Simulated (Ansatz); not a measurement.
A CCSD(T) single point on `C[CH2][Ga]([CH3])[Cl]`.

```yaml
crystal:
  periodic: [false, false, false]
  atoms:
    - {symbol: C, position_ang: [-1.325321, 1.080786, 0.826671]}
    - {symbol: C, position_ang: [-0.014766, 1.381696, 0.109727]}
    - {symbol: Ga, position_ang: [0.958488, -0.191612, -0.553987]}
    - {symbol: C, position_ang: [0.569451, -2.107715, -0.470374]}
    - {symbol: Cl, position_ang: [2.820033, 0.285854, -1.570201]}
    - {symbol: H, position_ang: [-1.815819, 1.996326, 1.170185]}
    - {symbol: H, position_ang: [-1.172934, 0.448479, 1.705373]}
    - {symbol: H, position_ang: [-2.034386, 0.560263, 0.177487]}
    - {symbol: H, position_ang: [0.677253, 1.926950, 0.760163]}
    - {symbol: H, position_ang: [-0.175576, 2.037546, -0.752394]}
    - {symbol: H, position_ang: [0.542839, -2.519527, -1.481667]}
    - {symbol: H, position_ang: [-0.379844, -2.315569, 0.024884]}
    - {symbol: H, position_ang: [1.370882, -2.618175, 0.068833]}
basis:
  gaussian: {orbitals: def2-QZVPP}
correlation: {method: ccsd_t, frozen_orbitals: {C: 1, Cl: 5, Ga: 14, H: 0}}
```

```sh
$ ansatz run in.yaml --threads 2 --pin off --events-out ev --progress --plain --backend cuda
```

The program prints (abridged):

```
Functional definition: HF
3420 factors; integrals over basis functions are off by at most 9.3e-4 eV
mean field evaluation 1: about -68056.5677 eV, gradient 4.2e1 eV
mean field evaluation 2: about -68056.6630 eV, gradient 4.2e1 eV
mean field evaluation 4: about -68060.9394 eV, gradient 5.3e0 eV
mean field evaluation 8: about -68060.9994 eV, gradient 3.5e-1 eV
mean field -68060.99986959 eV, -2501.1956118048 hartree, gradient 1.7e-6 eV, S^2 0.000000; 0 other end points of the search recorded, 0 dependent functions left out
22 core orbitals not correlated: weight in the atoms' cores, before any rotation towards them, 0.981 or more for the frozen orbitals, at most 0.021 for the correlated occupied ones
reference -68060.99986959 eV, -2501.1956118048 hartree; 15, 15 occupied and 533, 533 virtual orbitals, 3420 factors
second order -23.15669300 eV of doubles, -0.00000000 eV of singles
cycle   1  -23.93194858 eV  change   -7.8e-1 eV  update   8.7e-2
cycle   2  -24.44583489 eV  change   -5.1e-1 eV  update   2.5e-2
cycle   3  -24.52432168 eV  change   -7.8e-2 eV  update   1.0e-2
cycle   4  -24.51938107 eV  change    4.9e-3 eV  update   2.4e-3
cycle   5  -24.51907393 eV  change    3.1e-4 eV  update   9.7e-4
cycle   6  -24.51914259 eV  change   -6.9e-5 eV  update   2.6e-4
cycle   7  -24.51900943 eV  change    1.3e-4 eV  update   9.6e-5
cycle   8  -24.51900624 eV  change    3.2e-6 eV  update   3.4e-5
perturbative correction -1.02871213 eV, -0.0378044736 hartree
Total energy: -68086.54758796 eV, -2502.1344731380 hartree
```

Hardware: 2 threads of an AMD EPYC 7R13 on a shared host and a share of an NVIDIA H100 80 GB. Wall time 2.4 min, peak host memory 3.6 GiB.

The correlation energy is -25.548 eV, 4.0 % of it from (T); the T1 diagnostic reads 0.0089.
